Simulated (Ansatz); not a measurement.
AlH7OSi2 (`[SiH3][O][AlH][SiH3]`), relaxed with RKS PBE0-D4/def2-TZVP in Ansatz 0.2.0 from a PBE-D4/def2-SVP geometry. The force threshold is 0.005 eV/Å; the program also tests the step.

Charge 0, multiplicity 1.

Start:

```xyz
11

Si    0.110   -2.350   -0.403
O     0.425   -1.096    0.649
Al    0.464    0.526    1.222
Si   -0.399    2.300   -0.244
H    -0.720   -1.879   -1.572
H     1.404   -2.913   -0.927
H    -0.643   -3.438    0.314
H     1.090    0.735    2.677
H    -1.301    1.757   -1.324
H    -1.172    3.339    0.532
H     0.741    3.020   -0.926
```

(1) By how much does the energy fall, and how many steps does the optimiser take? (Best estimate.)

(2) Which bonds change most? (An estimate is asked.)

(3) Give the relaxed structure. (Estimate.)

## Answers

(1) The calculation gave: 1.46 kcal/mol, in 11 steps.

(2) Ansatz gave: Si1–O2 from 1.667 to 1.625 Å; O2–Al3 from 1.721 to 1.686 Å; Si1–H5 from 1.508 to 1.489 Å; Si4–H11 from 1.511 to 1.492 Å.

(3) Ansatz gave: 
```xyz
11

Si    0.119   -2.365   -0.394
O     0.386   -1.059    0.536
Al    0.456    0.507    1.157
Si   -0.409    2.335   -0.230
H    -0.654   -1.996   -1.612
H     1.415   -2.960   -0.815
H    -0.653   -3.380    0.370
H     1.096    0.677    2.595
H    -1.317    1.846   -1.305
H    -1.156    3.334    0.586
H     0.717    3.062   -0.887
```
